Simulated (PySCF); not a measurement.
**Polarisability and C₆ of Ti²⁺ (titanium, charge +2)**

[Ar] 3d2, high-spin 3F determinant. All numbers are calculated (PySCF 2.14, no relativity, point nucleus, in aug-cc-pVTZ). Coupled (time-dependent) response in atomic units; α is the mean over directions.

| method | mean α (bohr³) | C₆ (like pair) | S(−4) |
| --- | --- | --- | --- |
| wB97M-V | 4.950 | 14.75 | 21.93 |

S(−4) is the Cauchy moment in α(ω) = α(0) + S(−4) ω² + …

α(iu) at wB97M-V:

```tsv
u (hartree)	α(iu) (bohr³)
0	4.950
0.0500	4.897
0.100	4.750
0.200	4.311
0.300	3.856
0.500	3.146
0.750	2.536
1.00	2.090
1.50	1.469
2.00	1.070
3.00	0.6263
5.00	0.2830
```

For an ion, C₆ is the dispersion term alone; charge-induced terms of lower order in 1/R come first.
